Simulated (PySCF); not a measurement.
## MAu for M along the halogens

PBE0 with double-zeta basis sets in PySCF, for the lowest determinant that a PBE0 search found; no spin–orbit coupling. De refers to high-spin ground-configuration atoms. A positive dipole means M(−)Au(+).

| M | basis | state (unpaired electrons) | Re (Å) | ωe (cm⁻¹) | De (eV) | μ (D) |
| --- | --- | --- | --- | --- | --- | --- |
| F | cc-pVDZ-PP/cc-pVDZ | singlet (closed shell) | 1.935 | 561 | 2.73 | 4.00 |
| Cl | cc-pVDZ-PP/cc-pV(D+d)Z | singlet (closed shell) | 2.231 | 369 | 2.81 | 3.77 |
| Br | cc-pVDZ-PP | singlet (closed shell) | 2.360 | 255 | 2.60 | 3.39 |
| I | cc-pVDZ-PP | singlet (closed shell) | 2.528 | 205 | 2.44 | 2.84 |

Problem. By what factor does the bond length vary along the series?

Solution. At PBE0 it runs from 1.935 Å (AuF) to 2.528 Å (AuI), a factor of 1.31.

Down a group the atoms grow and get heavier, so bonds lengthen and wavenumbers fall; this series shows no clear exception.

These are scalar-relativistic numbers at best; spin–orbit coupling would shift them, the dissociation energy most.
